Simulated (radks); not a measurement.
Valence configurations of Zn II (all share [Ar]). Method: Dirac Kohn-Sham, PBE, spin-unpolarised, spherical densities, point nucleus; open shells fill j = l - 1/2 first; computed with a radial shooting solver on a logarithmic mesh with Libxc functionals. Energies are relative to 3d10 4s1; eigenvalues in eV.

3d10 4s1: E (eV) 0.000; e(3d3/2) -19.975; e(3d5/2) -19.616; e(4s1/2) -13.997
3d10 4s0.5 4p0.5: E (eV) 3.092; e(3d3/2) -20.856; e(3d5/2) -20.496; e(4p1/2) -8.315; e(4s1/2) -14.550
3d9.5 4s1.5: E (eV) 3.349; e(3d3/2) -23.124; e(3d5/2) -22.751; e(4s1/2) -14.933
3d10 4p1: E (eV) 6.234; e(3d3/2) -21.705; e(3d5/2) -21.345; e(4p1/2) -8.742
3d9.5 4s1 4p0.5: E (eV) 6.607; e(3d3/2) -23.991; e(3d5/2) -23.618; e(4p1/2) -8.898; e(4s1/2) -15.463
3d9 4s2: E (eV) 7.858; e(3d3/2) -26.531; e(3d5/2) -26.144; e(4s1/2) -15.890
3d9 4s1 4p1: E (eV) 14.759; e(3d3/2) -28.202; e(3d5/2) -27.814; e(4p1/2) -9.889; e(4s1/2) -16.881
3d9 4s0.5 4p1.5: E (eV) 18.277; e(3d3/2) -28.999; e(3d5/2) -28.610; e(4p1/2) -10.267; e(4s1/2) -17.343
3d8.5 4s1.5 4p1: E (eV) 20.883; e(3d3/2) -31.810; e(3d5/2) -31.407; e(4p1/2) -10.480; e(4s1/2) -17.808
3d8 4s1 4p2: E (eV) 36.135; e(3d3/2) -37.145; e(3d5/2) -36.726; e(4p1/2) -11.768; e(4s1/2) -19.584

NIST lists [Ar] 3d10 4s1 as the ground configuration; this level of theory agrees among the configurations tried. The energies are those of spherical spin-averaged densities, not of single terms.
